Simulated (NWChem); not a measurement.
System: CH3ClTe; SMILES C[Te]Cl

Here is an NWChem input.

```
start job
memory heap 200 mb stack 900 mb global 1100 mb
geometry units angstroms
  Te     0.155324     0.114718     0.450986
  Cl    -1.069480    -1.011804    -1.189020
  C      1.168931     1.369784    -0.978476
  H      1.838068     2.011329    -0.421765
  H      0.454329     1.968204    -1.519814
  H      1.740111     0.757409    -1.669856
end
basis spherical
  * library def2-svp
end
ecp
  Te library def2-ecp
end
dft
  xc pbe0
  iterations 150
end
driver
  maxiter 120
end
task dft optimize
dft
  grid fine
  convergence energy 1d-8 density 1d-7
end
task dft freq numerical
```

Excerpt of the output:

```
             Northwest Computational Chemistry Package (NWChem) 7.3.0
             --------------------------------------------------------

 C1  symmetry detected

                             Geometry "geometry" -> ""
                             -------------------------

 Output coordinates in angstroms (scale by  1.889725989 to convert to a.u.)

  No.       Tag          Charge          X              Y              Z
 ---- ---------------- ---------- -------------- -------------- --------------
    1 Te                  52.0000    -0.35630675     0.42913620    -0.00002077
    2 Cl                  17.0000     0.11796925    -1.85863096    -0.00010835
    3 C                    6.0000     1.72321461     0.99618266    -0.00082265
    4 H                    1.0000     1.75920143     2.07686629     0.00808221
    5 H                    1.0000     2.21009896     0.62118098    -0.88633194
    6 H                    1.0000     2.21388592     0.60650063     0.88610780

 Effective nuclear repulsion energy (a.u.)     340.9369326991

                                Z-matrix (autoz)
                                --------

 Units are Angstrom for bonds and degrees for angles

      Type          Name      I     J     K     L     M      Value
      ----------- --------  ----- ----- ----- ----- ----- ----------
    1 Stretch                  1     2                       2.33641
    2 Stretch                  1     3                       2.15545
    3 Stretch                  3     4                       1.08132
    4 Stretch                  3     5                       1.07787
    5 Stretch                  3     6                       1.08594
    6 Bend                     1     3     4               107.15913
    7 Bend                     1     3     5               110.15593
    8 Bend                     1     3     6               109.95114
    9 Bend                     2     1     3                93.54060
   10 Bend                     4     3     5               109.84258
   11 Bend                     4     3     6               109.68629
   12 Bend                     5     3     6               110.00099
   13 Torsion                  2     1     3     4        -179.50306
   14 Torsion                  2     1     3     5          61.04057
   15 Torsion                  2     1     3     6         -60.34908

                           NWChem Geometry Optimization
                           ----------------------------

[...]

      ----------------------
      Optimization converged
      ----------------------

  Step       Energy      Delta E   Gmax     Grms     Xrms     Xmax
  ---- ---------------- -------- -------- -------- -------- --------
@    4    -767.76867111 -5.1D-07  0.00008  0.00002  0.00076  0.00109
                                     ok       ok       ok       ok

                                Z-matrix (autoz)
                                --------

 Units are Angstrom for bonds and degrees for angles

[...]

 Rotational Constants
 --------------------
 A=   0.260167 cm-1  (  0.374314 K)
 B=   0.099257 cm-1  (  0.142805 K)
 C=   0.072871 cm-1  (  0.104843 K)

 Temperature                      =   298.15K
 frequency scaling parameter      =   1.0000

 Zero-Point correction to Energy  =   23.487 kcal/mol  (  0.037429 au)
 Thermal correction to Energy     =   26.557 kcal/mol  (  0.042321 au)
 Thermal correction to Enthalpy   =   27.149 kcal/mol  (  0.043265 au)

 Total Entropy                    =   75.708 cal/mol-K
   - Translational                =   41.450 cal/mol-K (mol. weight = 179.8990)
   - Rotational                   =   26.241 cal/mol-K (symmetry #  =        1)
   - Vibrational                  =    8.017 cal/mol-K

 Cv (constant volume heat capacity) =   14.058 cal/mol-K
   - Translational                  =    2.979 cal/mol-K
   - Rotational                     =    2.979 cal/mol-K
   - Vibrational                    =    8.099 cal/mol-K

[normal modes left out]

 ----------------------------------------------------------------------------
 Normal Eigenvalue ||           Projected Infra Red Intensities
  Mode   [cm**-1]  || [atomic units] [(debye/angs)**2] [(KM/mol)] [arbitrary]
 ------ ---------- || -------------- ----------------- ---------- -----------
    1       -0.000 ||    0.001192           0.028         1.162       2.471
    2       -0.000 ||    0.000042           0.001         0.041       0.087
    3        0.000 ||    0.000183           0.004         0.179       0.380
    4        0.000 ||    0.000037           0.001         0.036       0.077
    5        0.000 ||    0.001082           0.025         1.054       2.242
    6        0.000 ||    0.000775           0.018         0.755       1.606
    7      111.146 ||    0.000007           0.000         0.007       0.015
    8      147.786 ||    0.001089           0.025         1.062       2.258
    9      371.892 ||    0.021919           0.506        21.367      45.431
   10      535.947 ||    0.003578           0.083         3.488       7.416
   11      827.845 ||    0.012950           0.299        12.625      26.842
   12      846.486 ||    0.011170           0.258        10.889      23.151
   13     1241.906 ||    0.005896           0.136         5.748      12.221
   14     1413.600 ||    0.008977           0.207         8.751      18.607
   15     1437.912 ||    0.013618           0.314        13.276      28.227
   16     3076.606 ||    0.003566           0.082         3.476       7.391
   17     3199.938 ||    0.000355           0.008         0.346       0.735
   18     3226.163 ||    0.000407           0.009         0.396       0.843
 ----------------------------------------------------------------------------
```

Level: PBE0/def2-SVP with def2 effective core potentials on Te. def2 effective core potentials on Te; no spin-orbit coupling.
